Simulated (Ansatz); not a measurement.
One change: `C[CH2][AlH][AlH2]` becomes `C[CH2][AlH][AlH][SiH3]`.

Ansatz, PBE0-D4/def2-TZVP geometries, multiplicity 1. Each molecule was computed in one conformer, which needn't be the lowest.

| property | `C[CH2][AlH][AlH2]` |
| --- | --- |
| HOMO–LUMO gap (ωB97M-V/def2-TZVPP) / eV | 8.18 |
| HOMO energy (PBE0/def2-TZVPP) / eV | -6.62 |
| LUMO energy (ωB97M-V/def2-TZVPP) / eV | -0.35 |
| size of the dipole moment (PBE/def2-TZVPP) / D | 1.07 |
| HOMO–LUMO gap (PBE/def2-TZVPP) / eV | 2.88 |
| LUMO energy (PBE/def2-TZVPP) / eV | -2.73 |

Q: Give the same properties after the change, and the shifts. (Estimate.)

A: Ansatz gave: 
```json
{"property": "HOMO–LUMO gap (ωB97M-V/def2-TZVPP) / eV", "`C[CH2][AlH][AlH][SiH3]`": "7.72", "shift": "-0.46"}
{"property": "HOMO energy (PBE0/def2-TZVPP) / eV", "`C[CH2][AlH][AlH][SiH3]`": "-6.51", "shift": "0.11"}
{"property": "LUMO energy (ωB97M-V/def2-TZVPP) / eV", "`C[CH2][AlH][AlH][SiH3]`": "-0.64", "shift": "-0.29"}
{"property": "size of the dipole moment (PBE/def2-TZVPP) / D", "`C[CH2][AlH][AlH][SiH3]`": "1.29", "shift": "0.22"}
{"property": "HOMO–LUMO gap (PBE/def2-TZVPP) / eV", "`C[CH2][AlH][AlH][SiH3]`": "2.53", "shift": "-0.35"}
{"property": "LUMO energy (PBE/def2-TZVPP) / eV", "`C[CH2][AlH][AlH][SiH3]`": "-3.01", "shift": "-0.28"}
```

With PBE0 the HOMO rises by 0.11 eV and the LUMO falls by 0.30 eV, so the gap narrows by about 0.41 eV. PBE moves the HOMO by 0.06 eV and ωB97M-V by 0.17 eV. Dipoles are sizes alone; their direction can turn.
